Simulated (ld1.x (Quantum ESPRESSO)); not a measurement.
Configuration tests for Ti (RRKJ)

Ti, norm-conserving RRKJ (Kleinman–Bylander form), made with ld1.x (Quantum ESPRESSO) 7.5 (PW91, scalar-relativistic). Core [Ar], reference 3d2 4s2 4p0. Waves: 4p (bound, empty): rc 2.85 bohr; 3d (bound): rc 2.25 bohr; 4f channel at 0.05 Ry: rc 2.65 bohr; 4s (bound): rc 2.30 bohr. Local part: the s channel. Core correction: Bessel-smoothed model core inside 1.25 bohr. rho0 = 0.001.

Energies are relative to the spin-unpolarised reference configuration 3d2 4s2 4p0; without spin polarisation the order of configurations can differ from experiment.

| valence configuration | charge | ΔE all-electron (eV) | error AE − PS (meV) |
| --- | --- | --- | --- |
| 3d2 4s1 4p0 | +1 | 7.393 | -2.7 |
| 3d2 4s0 4p0 | +2 | 20.985 | -37 |
| 3d2 4s1 4p1 | 0 | 3.089 | -2.4 |
| 3d1 4s2 4p1 | 0 | 4.711 | -120 |
| 3d3 4s1 4p0 | 0 | 1.089 | -95 |
| 3d2.5 4s1.5 4p0 | 0 | 0.343 | -26 |

(1) What are ΔE and the potential's error for 3d1 4s0 4p0?

Levels in the configuration 3d2 4s0 4p0:

```json
{"level": "3d", "all-electron (eV)": "-19.765", "pseudo (eV)": "-19.878"}
```

## Answers

(1) ΔE = 48.037 eV all-electron; the error (AE − PS) is -302 meV.
